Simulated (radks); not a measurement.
Results of a calculation; reference values are marked as such.
The gold anion Au-, [Hg], held by a Watson sphere: a shell of charge +1 at radius R that stands for the Madelung well of a crystal (potential energy -1/R inside, -1/r outside, in hartree with lengths in bohr). Code: a radial shooting solver on a logarithmic mesh with Libxc functionals. Model: scalar-relativistic Kohn-Sham, LDA (Slater exchange, Perdew-Wang correlation), spin-unpolarised, spherical densities, finite nucleus; Fermi nuclear charge, rms radius of each element as measured or else 0.836 A^(1/3) + 0.57 fm. Response by self-consistent Sternheimer equations with the Hartree and adiabatic LDA kernel, the relativistic mass of each level held fixed and spin-orbit coupling left out. The sphere does not respond.

R (bohr)  e(5p) (eV)  e(5d) (eV)  e(6s) (eV)  <r> 6s (bohr)  sum of <r^2> (bohr^2)  X-ray form factor at sin(theta)/lambda = 0.2 1/angstrom  alpha (bohr^3)
2.85         -60.226      -7.438      -6.868          2.832                  70.09                                                   67.135           43.27
4.07         -58.869      -5.968      -5.627          3.014                  73.97                                                   67.096           58.27
4.46         -58.505      -5.589      -5.260          3.058                  74.86                                                   67.096           63.10
5.39         -57.758      -4.825      -4.502          3.136                  76.47                                                   67.101           73.77
5.64         -57.584      -4.649      -4.325          3.151                  76.80                                                   67.102           76.36
